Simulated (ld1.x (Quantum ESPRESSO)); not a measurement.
Before and after: TM semilocal potential for Ni

ld1.x (Quantum ESPRESSO) 7.5 input, shortened:

```
&input
   title='Ni', zed=28., rel=1, dft='PBE', iswitch=3,
   config='[Ar] 3d8 4s0 4p0'
 /
 &inputp
   pseudotype=1, tm=.true., lloc=1,
   nlcc=.false.
 /
3
3S  1  0   2.00   0.00  1.25  1.25  0.0
3D  3  2   8.00   0.00  1.05  1.05  0.0
3P  2  1   6.00   0.00  1.25  1.25  0.0
 &test
   configts(1)='3s2 3p6 3d8 4s0 4p0'
 /
```

Change: wave 3s (bound): rc 1.25 bohr becomes 3s (bound): rc 1.14 bohr.

Cutoffs: the cutoffs (Ry, on a coarse ladder) from which the occupation-weighted sum of valence levels, in a spherical-Bessel basis at the reference potential, stays within 10 and 1 mRy of its value at 400 Ry; they do not see the model core or the augmentation charge, which bear on the density cutoff. Errors are all-electron minus pseudo energies relative to the spin-unpolarised reference configuration.

**Question.** How do hardness, ghosts and transferability respond?

**Answer.** The potential gets neither clearly harder nor softer (200 Ry and 300 Ry → 200 Ry and 300 Ry); the d channel sets the loose cutoff, while the largest relative change is in s, which becomes harder; of the 7 tests that both files solve, the error grows in 1 and shrinks in 6 by more than 15 % and 0.3 meV (median size 2178.8 → 1533.2 meV); neither file shows a bound ghost. A semilocal file is local in each channel, so a ghost entry of none says nothing of the separable form that plane-wave codes build from it.

| quantity | base | changed |
| --- | --- | --- |
| cutoff, loose | 200 Ry | 200 Ry |
| cutoff, tight | 300 Ry | 300 Ry |
| loose cutoff by channel (10 mRy a level) | s 50 Ry, d 180 Ry, p 70 Ry | s 60 Ry, d 180 Ry, p 70 Ry |
| bound ghosts | none | none |
| error for 3s2 3p6 3d8 4s2 4p0, meV [ΔE -26.67 eV] | +2179 | +1533 |
| error for 3s2 3p6 3d8 4s1 4p0, meV [ΔE -17.35 eV] | +1397 | +986 |
| error for 3s2 3p6 3d7 4s0 4p0, meV [ΔE 37.47 eV] | -6.2 | -7.2 |
| error for 3s2 3p5 3d8 4s2 4p0, meV [ΔE 52.85 eV] | +3638 | +2587 |
| error for 3s2 3p6 3d6 4s0 4p0, meV [ΔE 95.02 eV] | +4.2 | -2.1 |
| error for 3s2 3p6 3d7 4s2 4p0, meV [ΔE -10.55 eV] | +3546 | +2530 |
| error for 3s2 3p6 3d7 4s2 4p1, meV [ΔE -16.13 eV] | +3152 | +2246 |
| s: phases at 1.35 bohr within 0.05 rad from the reference energy up to (Ry; the scan ends near 5) | -3.5 | -2.7 |
| p: phases at 1.35 bohr within 0.05 rad from the reference energy up to (Ry; the scan ends near 5) | 3.1 | 3.1 |
| d: phases at 1.35 bohr within 0.05 rad from the reference energy up to (Ry; the scan ends near 5) | 4.2 | 4.2 |
